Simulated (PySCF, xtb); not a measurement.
Si(OSiH3)(H)(NHSiH3)(Cl) (ClH8NOSi3), SMILES Cl[SiH](O[SiH3])N[SiH3]. The values are those of a single conformer.

Harmonic wavenumbers (cm⁻¹) from GFN2-xTB run with xtb at its own minimum, in rising order: 37, 54, 78, 87, 100, 120, 164, 212, 284, 302, 488, 569, 580, 587, 602, 621, 660, 683, 749, 751, 769, 774, 793, 810, 824, 998, 1107, 1203, 2219, 2248, 2254, 2262, 2266, 2285, 2331, 3487.

Question: What does B3LYP-D3(BJ)/def2-SVP run with PySCF 2.14.0 give at its own minimum? (An estimate is asked for; the answer gives what the named calculation found.)

Answer: 33, 51, 59, 68, 99, 138, 188, 290, 335, 392, 512, 619, 638, 717, 723, 741, 751, 851, 876, 926, 946, 958, 960, 971, 995, 1005, 1094, 1179, 2222, 2230, 2231, 2237, 2242, 2253, 2287, 3597. Paired by order, the mean absolute difference is 71 cm⁻¹ and the zero-point energies are 49.1 and 52.1 kcal/mol.
